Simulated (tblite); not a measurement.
Species: C₄H₈F₃O₂P.
Numbering: `[CH3:1][O:2][CH2:3][P@@:4]([CH3:5])(=[O:6])[C:7]([F:8])([F:9])[F:10]` (hydrogens: H11, H12, H13 on C1; H14, H15 on C3; H16, H17, H18 on C5)

Computed with GFN2-xTB (tblite), gas phase: L-BFGS steps from a force-field or distance-geometry start until the largest atomic force falls under 0.01 eV/Å.

Geometry at step 7:
```
atom  x, y, z in Å
C1      2.5340    0.0317   -0.5930
O2      1.8153   -0.2008    0.6025
C3      0.6426   -0.9337    0.3941
P4     -0.6218    0.2078   -0.3445
C5     -0.8001    1.5741    0.8459
O6     -0.4869    0.5572   -1.7559
C7     -2.1774   -0.7868    0.0038
F8     -2.1577   -1.9495   -0.6455
F9     -2.3103   -1.0808    1.3038
F10    -3.2794   -0.1364   -0.3531
H11     1.9999    0.6790   -1.2962
H12     2.7429   -0.9228   -1.0855
H13     3.4632    0.5024   -0.2854
H14     0.3016   -1.2913    1.3706
H15     0.7987   -1.7956   -0.2763
H16    -0.9158    1.2066    1.8671
H17     0.1097    2.1735    0.7633
H18    -1.6674    2.1716    0.5525
```

**Question.** Give the atomic forces at this geometry.

**Answer.** 
```json
{"atom": "C1", "Fx (eV/Å)": "0.072", "Fy (eV/Å)": "-0.060", "Fz (eV/Å)": "0.023"}
{"atom": "O2", "Fx (eV/Å)": "-0.004", "Fy (eV/Å)": "-0.057", "Fz (eV/Å)": "-0.085"}
{"atom": "C3", "Fx (eV/Å)": "-0.005", "Fy (eV/Å)": "-0.012", "Fz (eV/Å)": "-0.044"}
{"atom": "P4", "Fx (eV/Å)": "0.003", "Fy (eV/Å)": "-0.010", "Fz (eV/Å)": "0.363"}
{"atom": "C5", "Fx (eV/Å)": "0.027", "Fy (eV/Å)": "0.066", "Fz (eV/Å)": "-0.024"}
{"atom": "O6", "Fx (eV/Å)": "-0.039", "Fy (eV/Å)": "0.032", "Fz (eV/Å)": "-0.125"}
{"atom": "C7", "Fx (eV/Å)": "-0.112", "Fy (eV/Å)": "-0.056", "Fz (eV/Å)": "-0.007"}
{"atom": "F8", "Fx (eV/Å)": "0.015", "Fy (eV/Å)": "-0.202", "Fz (eV/Å)": "-0.166"}
{"atom": "F9", "Fx (eV/Å)": "-0.002", "Fy (eV/Å)": "-0.027", "Fz (eV/Å)": "0.211"}
{"atom": "F10", "Fx (eV/Å)": "-0.206", "Fy (eV/Å)": "0.145", "Fz (eV/Å)": "-0.113"}
{"atom": "H11", "Fx (eV/Å)": "-0.026", "Fy (eV/Å)": "-0.031", "Fz (eV/Å)": "0.142"}
{"atom": "H12", "Fx (eV/Å)": "0.098", "Fy (eV/Å)": "0.004", "Fz (eV/Å)": "-0.072"}
{"atom": "H13", "Fx (eV/Å)": "0.076", "Fy (eV/Å)": "0.045", "Fz (eV/Å)": "-0.044"}
{"atom": "H14", "Fx (eV/Å)": "0.038", "Fy (eV/Å)": "0.044", "Fz (eV/Å)": "-0.032"}
{"atom": "H15", "Fx (eV/Å)": "0.045", "Fy (eV/Å)": "0.050", "Fz (eV/Å)": "0.048"}
{"atom": "H16", "Fx (eV/Å)": "0.025", "Fy (eV/Å)": "0.064", "Fz (eV/Å)": "-0.171"}
{"atom": "H17", "Fx (eV/Å)": "-0.144", "Fy (eV/Å)": "0.013", "Fz (eV/Å)": "0.061"}
{"atom": "H18", "Fx (eV/Å)": "0.138", "Fy (eV/Å)": "-0.007", "Fz (eV/Å)": "0.034"}
```

The largest, 0.36 eV/Å, acts on P4; the rms over all components is 0.098 eV/Å. The forces sum to zero within rounding, as they must for an isolated molecule in no field.

**Question.** Give the force on P4 in Eh/bohr and in nN.

**Answer.** 0.363 eV/Å ÷ 51.422 = 0.00706 Eh/bohr, and 0.363 eV/Å × 1.602 = 0.58 nN.

**Question.** How far is this geometry from the end of the optimisation?

**Answer.** 0.030 eV above it, and 0.052 Å rms away after alignment. The bonds farthest from their final lengths, with half the difference of the two atoms' forces along the bond (positive lengthens):

```csv
bond,now (Å),final (Å),force along bond (eV/Å)
P4–C7,1.879,1.895,+0.03
C3–P4,1.857,1.865,-0.08
C7–F10,1.328,1.334,+0.10
C5–H16,1.091,1.086,-0.07
C7–F8,1.332,1.337,+0.10
C5–H17,1.093,1.089,-0.09
```

The angle farthest from its final value is O2–C3–P4, 107.9° against 110.1°.

What follows is the cost of the whole relaxation. Hardware: Arm Neoverse V1, one thread, shared host with 32 logical CPUs at a one-minute load of 22. Cost: 0.34 s of wall time.
